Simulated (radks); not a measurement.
Values are calculated unless marked as measured or tabulated.
Tl+, 80 electrons, occupied as [Xe] 4f14 5d9.75 6s2 5f0.25 (fractional occupations, a model configuration).

Code: a radial shooting solver on a logarithmic mesh with Libxc functionals. Model: scalar-relativistic Kohn-Sham, HCTH/407, spin-unpolarised, spherical densities, point nucleus.

Energy parts (eV):
total: -551220.68
kinetic: 620975.70
electron-nucleus: -1373967.76
Hartree: 212381.10
exchange-correlation: -10609.72

Orbitals (lengths in bohr, moments of r in powers of bohr; r(max) is where P^2 peaks; r(90%) holds 90 % of the orbital's charge):
| orbital | occ. | eigenvalue (eV) | <1/r> | r(max) | <r^2> | r(90%) |
|---|---|---|---|---|---|---|
| 1s | 2 | -85627.60 | 99.49 | 0.01003 | 0.0003688 | 0.0299 |
| 2s | 2 | -15266.59 | 23.35 | 0.05814 | 0.005603 | 0.107 |
| 2p | 6 | -13135.32 | 20.59 | 0.04832 | 0.004754 | 0.102 |
| 3s | 2 | -3654.463 | 8.656 | 0.1639 | 0.03605 | 0.260 |
| 3p | 6 | -3040.994 | 7.852 | 0.1638 | 0.03725 | 0.268 |
| 3d | 10 | -2406.209 | 7.379 | 0.1333 | 0.03083 | 0.252 |
| 4s | 2 | -824.6915 | 3.724 | 0.3687 | 0.1728 | 0.561 |
| 4p | 6 | -623.4499 | 3.353 | 0.3888 | 0.1978 | 0.604 |
| 4d | 10 | -387.7720 | 3.013 | 0.3950 | 0.2225 | 0.654 |
| 4f | 14 | -126.5055 | 2.613 | 0.3570 | 0.2608 | 0.742 |
| 5s | 2 | -142.0504 | 1.555 | 0.8067 | 0.8586 | 1.25 |
| 5p | 6 | -86.9721 | 1.327 | 0.9029 | 1.138 | 1.45 |
| 5d | 9.75 | -25.8244 | 0.9663 | 1.108 | 2.155 | 2.07 |
| 5f | 0.25 | -1.8249 | 0.1118 | 8.289 | 126.1 | 16.0 |
| 6s | 2 | -18.1828 | 0.5450 | 2.011 | 6.235 | 3.45 |

The highest occupied level is 5f at -1.825 eV. Summed over all electrons, <r^2> = 81.60 bohr^2, which gives a Langevin (diamagnetic) susceptibility term of -64.6 x 10^-6 cm^3/mol. The density falls to 0.001 e/bohr^3 at r = 3.91 bohr.

Empty levels of this run are not shown, since the potential may be unsettled where no density lies.
